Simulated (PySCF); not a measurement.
Species: CH4AsNSi.
InChI=1S/CH4AsNSi/c2-4-1-3/h2,4H2

Torsions of this conformer, `[N:1]#[C:2][SiH2:3][AsH2:4]`: H–As4–Si3–C2 75°, H–As4–Si3–C2 168°.

The closed-shell ground state was solved at several levels (PySCF, density fitting, gas phase). One conformer (not necessarily the lowest) at the PBE0-D3(BJ)/def2-SVP geometry, without solvent, vibrations or thermal averaging. Relativistic effects, spin–orbit coupling among them, are left out although an element past zinc is present.

```json
{"level": "wB97X-D/def2-SVPD", "basis functions": "134", "HOMO (eV)": "-9.93", "LUMO (eV)": "0.71", "gap (eV)": "10.64", "dipole (D)": "3.86"}
{"level": "PBE0/pcSseg-1", "basis functions": "119", "HOMO (eV)": "-8.22", "LUMO (eV)": "-0.90", "gap (eV)": "7.32", "dipole (D)": "3.84"}
```

What might wB97X-D/pcSseg-2 (234 basis functions) give for the same quantities?

HOMO -9.94 eV, LUMO 0.71 eV, gap 10.65 eV, dipole 3.84 D.

How far do the dipole and the HOMO energy spread over the levels?

The dipole runs from 3.84 to 3.86 D (mean 3.85 D) and the HOMO from -9.94 to -8.22 eV.
